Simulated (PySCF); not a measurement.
The scaffold NC-X carries different groups X. Isolated molecules, 0 K electronic values unless said otherwise. One relaxed conformer stands for each flexible species; it need not be the lowest. Strings in code marks are SMILES.

Method: B3LYP-D3(BJ)/def2-TZVP run with PySCF. All candidates: neutral, multiplicity 1. B3LYP has the VWN-RPA correlation part, as in Gaussian. Delta-SCF ions had no search for a lower state. Excitations are Tamm–Dancoff values on a coarser integration grid. The basis has no diffuse functions, so Rydberg states are missing or too high.

```json
{
 "vertical ionisation energy (Delta-SCF)": "10.71 eV",
 "T1 excitation (TDA)": "6.05 eV",
 "S1 excitation (TDA)": "6.41 eV"
}
```

Say which member has these values.
A) `N#CB(O)O`
B) `N#CO[SiH3]`
C) `CCC#N`
D) `N#CN`

D, `N#CN`. The others give `CCC#N`: 11.81 eV, 6.44 eV, 7.73 eV; `N#CB(O)O`: 12.43 eV, 5.72 eV, 6.66 eV; `N#CO[SiH3]`: 11.21 eV, 6.06 eV, 6.30 eV
